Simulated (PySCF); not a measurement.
Ranking problems on computed properties.

All species are isolated and taken at one optimised geometry (atoms past krypton carry core potentials, spin–orbit coupling is left out). Electronic properties by PySCF.

The conformers computed, where there is a choice (atom-mapped SMILES and torsion angles):
- `[CH3:1][O:2][CH:3]([F:4])[F:5]`: C1–O2–C3–F4 69°
- `[CH3:1][c:2]1[cH:3][n:4][n:5]([CH:6]([CH3:7])[CH3:8])[n:9]1`: N4–N5–C6–C7 -59°
- `[AlH3-:1][N+:2]#[C:3][CH2:4][CH:5]1[CH2:6][CH2:7][CH2:8]1`: C3–C4–C5–C6 -51°
- `[BH2:1][GeH2:2][NH:3][SiH3:4]`: B1–Ge2–N3–Si4 -160°

The conformers of `NC(=O)[C@@H]1CC=CC(=O)C1` and `FCC1SCCS1` aren't listed.

(1) Rank by static isotropic polarisability, lowest first (CAM-B3LYP/def2-SVPD at PBE0-D3(BJ)/def2-SVP geometries).
A. `Cc1cnn(C(C)C)n1`
B. `COC(F)F`
C. `FCC1SCCS1`
D. `C1C(C[C@H](C(=O)N)CC=1)=O`

(2) By how much do the two ends of that ranking differ?

(3) Rank by dipole moment, lowest first (CAM-B3LYP/def2-SVPD at PBE0-D3(BJ)/def2-SVP geometries).
A. `[Cl][Zr]([Cl])([Cl])[Br]`
B. `N#CB(C#N)C#N`
C. `[AlH3-][N+]#CCC1CCC1`
D. `[SiH3][N](B)[GeH3]`
E. `COC(F)F`
F. `[BH2][GeH2][NH][SiH3]`
G. `C[CH2][GaH2]`

(4) Rank by HOMO–LUMO gap, highest first (CAM-B3LYP/def2-SVPD at PBE0-D3(BJ)/def2-SVP geometries).
A. `FCC1SCCS1`
B. `Cc1cnn(C(C)C)n1`
C. `[Cl][Zr]([Cl])([Cl])[Br]`
D. `[BH2][GeH2][NH][SiH3]`
E. `N#CB(C#N)C#N`
F. `[AlH3-][N+]#CCC1CCC1`
G. `COC(F)F`

(5) By how much do the two ends of that ranking differ?

(6) Rank by HOMO energy, lowest first (CAM-B3LYP/def2-SVPD at PBE0-D3(BJ)/def2-SVP geometries).
A. `[BH2][GeH2][NH][SiH3]`
B. `COC(F)F`
C. `B[N]([SiH3])[GeH3]`
D. `C[CH2][GaH2]`
E. `N#CB(C#N)C#N`

(7) Give the two extremes of that set in hartree.

(8) Rank by smallest rotational constant, highest first (PBE0-D3(BJ)/def2-SVP).
A. `B[N]([SiH3])[GeH3]`
B. `COC(F)F`
C. `[BH2][GeH2][NH][SiH3]`
D. `C(#N)C#CF`
E. `[N+](#CCC1CCC1)[AlH3-]`

(9) Give the two extremes of that set in cm⁻¹.

(10) Rank by lowest triplet excitation (Tamm–Dancoff), highest first (TDA CAM-B3LYP/def2-SVPD at PBE0-D3(BJ)/def2-SVP geometries).
A. `[BH2][GeH2][NH][SiH3]`
B. `[CH2]([GaH2])C`
C. `B[N]([SiH3])[GeH3]`
D. `Cc1cnn(C(C)C)n1`
E. `NC(=O)[C@@H]1CC=CC(=O)C1`

Results:

(1) B (33.7 au), C (85.8 au), A (91.8 au), D (93.4 au).

(2) By 59.7 au, between `NC(=O)[C@@H]1CC=CC(=O)C1` and `COC(F)F`.

(3) B (0.00 D), A (0.23 D), G (0.72 D), D (1.29 D), F (1.46 D), E (2.95 D), C (8.52 D).

(4) G (11.73 eV), B (9.67 eV), A (8.93 eV), C (8.77 eV), F (8.64 eV), E (8.25 eV), D (7.03 eV).

(5) By 4.70 eV, between `COC(F)F` and `[BH2][GeH2][NH][SiH3]`.

(6) E (-12.51 eV), B (-10.50 eV), C (-9.65 eV), D (-8.88 eV), A (-8.44 eV).

(7) `N#CB(C#N)C#N`: -0.460 Eh; `[BH2][GeH2][NH][SiH3]`: -0.310 Eh.

(8) B (3.104 GHz), D (2.065 GHz), A (1.570 GHz), C (1.401 GHz), E (0.754 GHz).

(9) `[AlH3-][N+]#CCC1CCC1`: 0.0251 cm⁻¹; `COC(F)F`: 0.1035 cm⁻¹.

(10) C (5.90 eV), D (4.75 eV), B (4.41 eV), E (3.40 eV), A (3.25 eV).
